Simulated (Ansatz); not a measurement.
Z-matrix (Å, degrees):
```
C
C 1 1.513
H 1 1.092 2 111.4
H 1 1.095 2 109.4 3 -119.4
H 1 1.092 2 111.5 3 120.9
Si 2 1.887 1 114.7 3 57.0
Br 2 1.965 1 110.3 3 -62.8
H 2 1.091 1 110.9 3 -177.3
H 6 1.484 2 108.9 1 -59.3
H 6 1.491 2 108.6 1 59.5
H 6 1.483 2 110.2 1 179.3
```

Charge 0, multiplicity 1.

Problem. List the CAM-B3LYP/def2-TZVPP orbital energies in eV (the Gaussian-basis code of Ansatz). (An estimate is asked.)

Solution. Ansatz gave: Occupied: -13140.77, -1801.00, -1702.25, -1534.03, -1533.93, -1533.93, -280.28, -279.11, -238.33, -179.32, -179.01, -179.01, -145.60, -100.92, -100.92, -100.91, -73.64, -73.55, -73.55, -73.31, -73.31, -24.70, -22.23, -19.06, -16.63, -14.48, -13.82, -12.94, -11.94, -11.24, -11.08, -10.81, -9.37, -9.05. Lowest empty: 0.73, 1.63, 2.13, 2.33, 2.70, 2.93, 3.27, 3.83.
